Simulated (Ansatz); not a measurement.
The cluster Al4P3. Charge 0, multiplicity 2. Geometry B3LYP-D4/def2-SVP.

```xyz
7

Al    1.223   -0.116   -0.089
Al    0.271   -0.358    2.402
Al   -1.062    0.516   -3.048
Al   -1.775    0.094    0.776
P    -0.399    1.410   -0.759
P     2.412   -0.500    1.796
P    -0.671   -1.045   -1.079
```

Another isomer (doublet) lies 0.53 eV lower at PBE0-D4/def2-TZVP; other spin states weren't run for this one.

**Question.** Estimate the α-spin orbital energies around the gap (eV) in Ansatz with PBE-D4/def2-TZVP, r2SCAN-D4/def2-TZVP, PBE0-D4/def2-TZVP, BHLYP-D4/def2-TZVP.

**Answer.** 
```csv
orbital,PBE-D4/def2-TZVP,r2SCAN-D4/def2-TZVP,PBE0-D4/def2-TZVP,BHLYP-D4/def2-TZVP
HOMO−5,-6.42,-6.69,-7.41,-8.14
HOMO−4,-6.38,-6.61,-7.34,-8.08
HOMO−3,-5.88,-6.14,-6.81,-7.49
HOMO−2,-5.41,-5.57,-6.13,-6.69
HOMO−1,-5.07,-5.26,-5.92,-6.54
HOMO,-4.88,-5.14,-5.71,-6.33
LUMO,-3.98,-3.99,-3.44,-2.63
LUMO+1,-2.73,-2.69,-2.03,-1.13
LUMO+2,-2.69,-2.59,-1.98,-1.07
LUMO+3,-2.42,-2.33,-1.74,-0.90
LUMO+4,-2.37,-2.28,-1.72,-0.81
LUMO+5,-1.21,-1.00,-0.52,0.33
β HOMO,-5.03,-5.22,-5.88,-6.49
β LUMO,-4.04,-3.80,-3.39,-2.65
```
